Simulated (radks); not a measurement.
These are the eigenvalues of the occupied orbitals of an atom or ion with whole-number occupations (eV). Method: non-relativistic Kohn-Sham, PBE, spin-polarised, spherical densities, point nucleus; computed with a radial shooting solver on a logarithmic mesh with Libxc functionals.

orbital  eigenvalue
1s up     -82651.38
1s down   -82628.55
2s up     -20263.20

Which element is it, and in what charge state? The configuration may be excited. Open shells, if any, are filled with parallel spins first.

Answer. Z = 79, gold, charge +76: Au76+ in [He] 2s1. The list shows which subshells hold electrons but not how many an open one holds; the 1s level, -3037.4 hartree, gives Z - s = 77.9 by -(Z - s)^2/2, which with screening narrows Z to a few neighbours, and the depths of the outer levels then fix element, charge and occupations together.
